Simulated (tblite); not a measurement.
Species: C₅H₁₂OSSi₂.
SMILES with atom numbers: `[CH3:1][SiH2:2][CH2:3][C:4]#[C:5][Si@@H:6]([OH:7])[S:8][CH3:9]` (hydrogens: H10, H11, H12 on C1; H13, H14 on Si2; H15, H16 on C3; H17 on Si6; H18 on O7; H19, H20, H21 on C9)

A start from a force field or distance geometry was refined with GFN2-xTB geometry optimisation, gas phase in tblite 0.8.0. Values at the start:

```csv
coordinate,start
C1–Si2,1.846 Å
C1–H10,1.081 Å
Si2–C3,1.887 Å
Si2–H13,1.489 Å
Si2–H14,1.492 Å
C3–C4,1.461 Å
C3–H15,1.096 Å
C3–H16,1.107 Å
C4≡C5,1.202 Å
C5–Si6,1.864 Å
Si6–O7,1.653 Å
Si6–S8,2.144 Å
Si6–H17,1.488 Å
O7–H18,0.967 Å
S8–C9,1.797 Å
C9–H19,1.092 Å
C1–Si2–C3,111.8°
Si2–C3–C4,113.7°
C3–C4–C5,178.8°
C4–C5–Si6,177.5°
C5–Si6–O7,113.2°
C5–Si6–S8,107.8°
Si6–S8–C9,103.3°
O7–Si6–S8,105.2°
C1–Si2–C3–C4,58°
C5–Si6–S8–C9,62°
```

Problem. How do these coordinates change at the GFN2-xTB level?

Solution. 
| coordinate | GFN2-xTB (Å or °) | change |
| --- | --- | --- |
| C1–Si2 | 1.895 | +0.049 |
| Si6–H17 | 1.453 | -0.035 |
| Si2–C3 | 1.922 | +0.035 |
| Si6–O7 | 1.620 | -0.033 |
| C3–C4 | 1.436 | -0.025 |
| Si6–S8 | 2.168 | +0.024 |
| C5–Si6 | 1.841 | -0.023 |
| Si2–H14 | 1.469 | -0.023 |
| Si2–H13 | 1.468 | -0.021 |
| S8–C9 | 1.815 | +0.018 |
| C3–H16 | 1.091 | -0.016 |
| O7–H18 | 0.953 | -0.014 |
| C9–H19 | 1.085 | -0.007 |
| C1–H10 | 1.087 | +0.006 |
| C4≡C5 | 1.208 | +0.006 |
| C3–H15 | 1.092 | -0.004 |
| C4–C5–Si6 | 172.4 | -5.1 |
| Si6–S8–C9 | 99.4 | -3.9 |
| Si2–C3–C4 | 110.0 | -3.7 |
| C1–Si2–C3 | 108.2 | -3.6 |
| C5–Si6–S8 | 104.8 | -3.0 |
| O7–Si6–S8 | 107.7 | +2.5 |
| C5–Si6–O7 | 114.3 | +1.1 |
| C3–C4–C5 | 178.6 | -0.2 |
| C5–Si6–S8–C9 | 57 | -5 |
| C1–Si2–C3–C4 | 60 | +2 |

The energy falls by 4.6 kcal/mol over 106 L-BFGS steps, the largest force on an atom goes from 1.58 to 0.009 eV/Å, and the atoms move by 0.386 Å rms after alignment. The bond that changes most is C1–Si2 (Si-methyl carbon to SiH2 silicon), which lengthens by 0.049 Å. Bonds longer at the end by more than 0.005 Å: 6 of 20; shorter: 13. Among the dihedrals that turn most is Si6–S8–C9–H21, from -62° to -50°. Rotational constants go from 1424, 442.6, 369.2 to 1436, 503.2, 413.7 MHz.

Its GFN2-xTB frequencies are all real (lowest 18 cm⁻¹). The numbers are those of one conformer. 3 starts were optimised and ended at 0.00, 1.93 and 2.64 kcal/mol (GFN2-xTB); the lowest of these is shown.

These are computed values.
